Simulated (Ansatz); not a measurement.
`[BH2][Al]([CH3])[CH3]` + H–F → `[CH3][Al]([CH3])[F]` + BH₃ at 600 K and 1 bar (cleavage of the Al–B bond).

Computed with Ansatz on PBE0-D4/def2-TZVP structures; ΔE is electronic, products minus reactants. CCSD(T)/CBS adds triple-zeta CCSD(T) − MP2 to the extrapolated MP2 energy (def2 sets, frozen cores). This one scheme is used for every species.

```json
{"species": "`[BH2][Al]([CH3])[CH3]`", "CCSD(T)/CBS energy (Eh)": "-347.69506", "H − E (kJ/mol)": "306.0", "S (J/(mol·K))": "479.1"}
{"species": "H–F", "CCSD(T)/CBS energy (Eh)": "-100.39570", "H − E (kJ/mol)": "42.3", "S (J/(mol·K))": "194.0"}
{"species": "`[CH3][Al]([CH3])[F]`", "CCSD(T)/CBS energy (Eh)": "-421.62460", "H − E (kJ/mol)": "251.7", "S (J/(mol·K))": "448.3"}
{"species": "BH₃", "CCSD(T)/CBS energy (Eh)": "-26.55200", "H − E (kJ/mol)": "91.5", "S (J/(mol·K))": "217.3"}
```

H − E and S are ideal-gas, rigid-rotor, harmonic terms from PBE0-D4/def2-TZVP, for one conformer and one mirror image of each species. 1 Eh = 2625.50 kJ/mol, R = 8.31446 J/(mol·K).

Question: By hand: ΔE, ΔH, ΔS and ΔG.

Answer: ΔE = (-421.62460) + (-26.55200) − (-347.69506) − (-100.39570) = -0.08584 Eh = -225.4 kJ/mol. Δ(H − E) = 251.7 + 91.5 − 306.0 − 42.3 = -5.1, so ΔH = -230.5 kJ/mol. ΔS = 448.3 + 217.3 − 479.1 − 194.0 = -7.5 J/(mol·K). ΔG = -230.5 − 600 × (-7.5)/1000 = -226.0 kJ/mol.

Question: By hand: the equilibrium constant, and the temperature at which ΔG would vanish if ΔH and ΔS stayed fixed.

Answer: log₁₀ K = −ΔG/(RT ln 10) = 19.7. ΔG = 0 at ΔH/ΔS = 30733 K, far beyond where these terms or the molecules hold.

The number of gas molecules stays the same, so ΔS is small and ΔH decides. A doubt of 5 kJ/mol in ΔE shifts log₁₀ K by 0.4 here. Other conformers and mirror images would add mixing entropy, several J/(mol·K) or more a flexible species. Modes under 60 cm⁻¹, often nearly free rotors, make the harmonic entropy too high. These are equilibria of isolated gas molecules and say nothing of rates. Largest T1 diagnostic: 0.011 (customary marks: 0.02 for closed shells, 0.045 for open ones).
